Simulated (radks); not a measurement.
All-electron atom: a nucleus of charge 17.5 with 17 electrons in [Ne] 3s2 3p5. All-electron calculation, Dirac Kohn-Sham, PBE, spin-unpolarised, spherical densities, finite nucleus; open shells fill j = l - 1/2 first; Fermi nuclear charge, rms radius 3.3654 fm. Program: a radial shooting solver on a logarithmic mesh with Libxc functionals.

Unscreened Slater integrals over Kohn-Sham orbitals (hartree). Large and small components are both included.

\begin{tabular}{lr}
integral & value \\ \hline
F0(3p3/2,3p3/2) & 0.53847 \\
F2(3p3/2,3p3/2) & 0.26778 \\
F0(3p3/2,3p1/2) & 0.53988 \\
G2(3p3/2,3p1/2) & 0.26843 \\
F0(3p3/2,3s1/2) & 0.57673 \\
G1(3p3/2,3s1/2) & 0.37813 \\
F0(3p3/2,2p3/2) & 0.74111 \\
F2(3p3/2,2p3/2) & 0.12256 \\
G0(3p3/2,2p3/2) & 0.047949 \\
G2(3p3/2,2p3/2) & 0.048126 \\
F0(3p1/2,3p1/2) & 0.54130 \\
F0(3p1/2,3s1/2) & 0.57845 \\
G1(3p1/2,3s1/2) & 0.37977 \\
F0(3p1/2,2p3/2) & 0.74469 \\
G2(3p1/2,2p3/2) & 0.048278 \\
F0(3s1/2,3s1/2) & 0.62359 \\
F0(3s1/2,2p3/2) & 0.83274 \\
G1(3s1/2,2p3/2) & 0.061062 \\
F0(2p3/2,2p3/2) & 2.3395 \\
F2(2p3/2,2p3/2) & 1.0873 \\
\end{tabular}
